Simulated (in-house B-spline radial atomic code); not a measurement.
Values are calculated unless marked as measured or tabulated.
Weak and strong correlation along the adiabatic connection

Two-electron singlets in several external potentials (atomic units), by full CI in B-splines with partial waves to l = 8 (correlation energies up to 0.6 % small). The repulsion is scaled by λ at fixed density; W(λ) is the mean repulsion less the Hartree energy, W(0) = E_x, and the area under W from 0 to 1 is E_xc.

Relative drop (W(λ) − E_x)/E_x:

```
                             system  λ = 0.12  λ = 0.25  λ = 0.4  λ = 0.6  λ = 0.8   λ = 1
  −V exp(−r²/w²), V = 1.16, w = 4.4    0.0298    0.0575   0.0846   0.1144   0.1387  0.1588
    ω²r²/2 − Z/r, ω = 1.29, Z = 0.7    0.0113    0.0229   0.0354   0.0509   0.0650  0.0780
 −V exp(−r²/w²), V = 2.65, w = 13.3    0.0397    0.0748   0.1074   0.1413   0.1674  0.1882
                       −Z/r, Z = 10    0.0018    0.0038   0.0061   0.0091   0.0120  0.0149
 −V exp(−r²/w²), V = 19.8, w = 1.66    0.0083    0.0168   0.0263   0.0382   0.0493  0.0598
                      −Z/r, Z = 1.3    0.0202    0.0401   0.0607   0.0849   0.1059  0.1243
−V exp(−r²/w²), V = 0.377, w = 8.62    0.0566    0.1021   0.1409   0.1780   0.2048  0.2250
```

Order the systems by how far second-order (GL2) theory, half the initial slope (estimated from the first points of each curve), overshoots the correlation energy, least first.
A. −V exp(−r²/w²), V = 2.65, w = 13.3
B. −Z/r, Z = 10
C. −V exp(−r²/w²), V = 1.16, w = 4.4
D. −V exp(−r²/w²), V = 0.377, w = 8.62
E. −V exp(−r²/w²), V = 19.8, w = 1.66
F. ω²r²/2 − Z/r, ω = 1.29, Z = 0.7
G. −Z/r, Z = 1.3

B (GL2/E_c = 1.03), E (GL2/E_c = 1.11), F (GL2/E_c = 1.16), G (GL2/E_c = 1.27), C (GL2/E_c = 1.43), A (GL2/E_c = 1.58), D (GL2/E_c = 1.87).

What else changes along this order?

The ratio follows the bend of the curve. With it the leading natural occupation goes from 2.000 to 1.800 and −T_c/E_c from 0.98 to 0.54 between the first and the last.
